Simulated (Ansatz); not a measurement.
Input file for Ansatz (an electronic-structure program): R-B3LYP/def2-TZVPP on F3La (SMILES [F][La]([F])[F]). Elements past Kr take the def2 small-core potentials; no spin–orbit coupling.

Ansatz 0.2 input:
```yaml
crystal:
  periodic: [false, false, false]
  atoms:
    - {symbol: La, position_ang: [-0.00000154, 0.00000000, -0.00000000]}
    - {symbol: F, position_ang: [2.16896249, -0.00000000, 0.00000000]}
    - {symbol: F, position_ang: [-1.08448047, 1.87837961, 0.00000000]}
    - {symbol: F, position_ang: [-1.08448047, -1.87837961, 0.00000000]}
basis:
  gaussian:
    orbitals: def2-TZVPP
hamiltonian:
  xc: {name: B3LYP}
scf: {lower_state_search: off}
```

Output:

```
WARN ansatz: RAYON_NUM_THREADS=4 ignored (pool sized by the plan → 4); use --threads N
Functional definition: B3LYP
these checks for a lower state are left out or cut short: stability, starts, cluster_reference, orbital_swaps, neighbouring_geometries, increment
integrals: 0.05 GiB planned
798 factors; their error is unknown
mean field: 0.49 GiB planned
mean field evaluation 1: about -9011.7821 eV, gradient 7.9e1 eV
mean field evaluation 2: about -8951.4618 eV, gradient 2.1e2 eV
mean field evaluation 4: about -9021.0711 eV, gradient 3.2e0 eV
mean field evaluation 8: about -9021.1288 eV, gradient 2.1e-2 eV
mean field evaluation 16: about -9021.1288 eV, gradient 7.5e-6 eV
mean field -9021.12876720 eV, -331.5203674538 hartree, gradient 7.5e-6 eV, S^2 0.000000; 0 other end points of the search recorded, 0 dependent functions left out
reference -9021.12904318 eV, -331.5203775958 hartree; 19, 19 occupied and 130, 130 virtual orbitals, 798 factors
Total energy: -9021.12904318 eV, -331.5203775958 hartree
Checks for a lower state left out: stability, starts, cluster_reference, orbital_swaps, neighbouring_geometries, increment
```

The run converged.

Cost: roughly 1.4 core-seconds.
